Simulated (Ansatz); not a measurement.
Isolated molecules relaxed with PBE0-D4/def2-TZVP in Ansatz; ΔE leaves out vibrations. CCSD(T)/CBS is the MP2 limit (def2-TZVPP, def2-QZVPP) plus CCSD(T) − MP2 in def2-TZVPP, frozen cores. This one scheme is used for every species. DFT in def2-TZVPP. Elements past krypton have def2 core potentials. For Sn outer-core shells are correlated without core-valence functions, which leaves a few kJ/mol of doubt a bond. Each species was taken in one conformer, which may not be the lowest.

Consider the formal hydrolysis of the Sn–C bond: `[CH3][SnH]([F])[CH2]Cl` + H₂O → `[CH3][SnH]([OH])[F]` + `CCl`.

Is it downhill or uphill in electronic energy at CCSD(T)/CBS, and by how much? (An estimate is asked.)

Ansatz gave: Downhill: ΔE = -0.48 eV.

What do these levels give: PBE-D4, r2SCAN-D4, ωB97M-V, B2PLYP, PBE, MP2/def2-QZVPP? (Estimate.)

Ansatz gave: PBE-D4 -0.50, r2SCAN-D4 -0.57, ωB97M-V -0.52, B2PLYP -0.59, PBE -0.54, MP2/def2-QZVPP -0.47 eV.

Largest T1 diagnostic among the species: 0.013.

In def2-TZVPP, CCSD(T) changes the Hartree–Fock value by +0.20 eV (the triples alone add +0.02 eV) and MP2 by +0.22 eV. The D4 term adds +0.08 eV with B3LYP and +0.04 eV with PBE0; it sums over pairs of atoms, weighted by their polarisabilities, and B3LYP, whose exchange is more repulsive, gets the larger term.

B3LYP here is the variant with VWN-RPA as its local correlation; programs differ in this.
